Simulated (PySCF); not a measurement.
## SMILES [O-]C1=CC=C(C=O)[SiH2]1, [C5H5O2Si]-, charge -1

Geometry (Å), atoms numbered from 1 in this order:
```xyz
13

O    -2.979    0.298   -0.873
C    -2.071    0.760   -0.172
C    -0.759    0.294   -0.050
C     0.192    0.900    0.781
C     1.465    0.379    0.840
C     1.709   -0.763    0.028
O     2.785   -1.376   -0.061
Si    0.050   -1.157   -0.892
H    -2.297    1.665    0.456
H    -0.077    1.774    1.372
H     2.240    0.808    1.465
H    -0.464   -2.495   -0.558
H     0.201   -1.086   -2.355
```

Total charge -1.

Computed with PySCF, TDDFT B3LYP/def2-SVPD excited states, vertical, gas phase. Geometry: GFN2-xTB.

For a gas-phase anion, states above the detachment energy (about 1.2 eV, taken as minus the energy of the highest occupied orbital) lie in the continuum and depend on the basis.

**Question.** How strongly do the lowest singlets absorb one photon, and two photons of half the energy?

**Answer.** δ for parallel linear polarisation; σ at the peak of a Lorentzian of half width 0.1 eV, single beam; Ω is circular over linear.
```tsv
state	E (eV)	f	photon λ (nm)	δ (au)	σ (GM)	Ω	main
S1	3.00	0.001	827	1.42	0.01	1.50	HOMO−1→LUMO 0.98
S2	3.17	0.144	782	94.6	0.35	0.56	HOMO→LUMO 0.94
S3	3.92	0.000	632	0.26	0.00	1.50	HOMO−2→LUMO 0.94
S4	4.16	0.001	596	2.22	0.01	1.50	HOMO→LUMO+1 0.99
S5	4.64	0.000	535	3.14	0.03	1.50	HOMO→LUMO+3 0.81, HOMO→LUMO+4 0.19
```

Among these, the strongest one-photon state is S2, the strongest two-photon state S2.
